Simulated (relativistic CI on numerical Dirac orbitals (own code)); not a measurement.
**What each ingredient does to the levels of Er⁵⁸⁺**

Base calculation: Dirac-Coulomb-Breit CI, KLI orbitals optimised for each configuration, model QED, unscaled Slater integrals.

Configuration list (outside the closed core 1s2): 2s2 2p6, 2s2 2p5 3s, 2s2 2p5 3p, 2s2 2p5 3d, 2s 2p6 3s, 2s 2p6 3p, 2s 2p6 3d, 2s2 2p5 4s, 2s2 2p5 4p, 2s2 2p5 4d, 2s2 2p5 4f, 2s2 2p4 3s2, 2s 2p6 4s, 2s2 2p4 3s 3p, 2s 2p6 4p, 2s 2p6 4d. Levels of other configurations are missing.

The lowest level and the first level of each name with at least 55 % of one term (blank where a level has no safe partner in the second run):

```tsv
Level	Base (eV)	Shift (eV)
2s2 2p6 1S_0	0.00	0.00
2s2 2p5 3s 3P°_2	6944.40	+0.24
2s2 2p5 3s 1P°_1	6952.01	+0.34
2s2 2p5 3p 3D_3	7329.88	-0.11
2s2 2p5 3p 1P_1	7330.13	+0.33
2s2 2p5 3p 3P_2	7341.41	-0.18
2s2 2p5 3p 1S_0	7392.21	+0.58
2s2 2p5 3d 3P°_0	7472.58	+0.30
2s2 2p5 3d 3P°_1	7481.45	+0.09
2s2 2p5 3d 3F°_4	7538.56	-0.25
2s2 2p5 3d 3D°_3	7553.90	-0.23
2s2 2p5 3d 1P°_1	7580.92	+0.48
2s2 2p5 3s 3P°_0	7886.01	+0.60
2s2 2p5 3s 3P°_1	7889.37	+0.13
2s2 2p5 3p 3D_1	8013.93	+0.15
2s2 2p5 3p 3P_0	8056.96	+0.82
2s 2p6 3s 3S_1	8322.46	-9.28
2s 2p6 3s 1S_0	8343.77	-0.40
2s2 2p5 3d 3F°_2	8424.18	-0.22
2s 2p6 3p 3P°_0	8447.09	-1.44
2s 2p6 3p 3P°_2	8703.61	-1.24
2s 2p6 3p 1P°_1	8709.03
```

At this charge energies of transitions that change n are usually good to better than 1 %, and those within a shell (Δn = 0) to a few per cent.

(1) One thing was changed in a second run, which moved the levels as shown. Which?
A. one mean potential for all configurations
B. QED terms removed
C. Breit term removed
D. configuration mixing switched off

## Answers

(1) D. Configuration mixing switched off. Without mixing, levels that were pushed by configurations of the same parity and J return to their single-configuration places.

LS names give the leading component of a level, which can be under half, so a name can repeat, a term be missing and a line seem to break the LS rules.
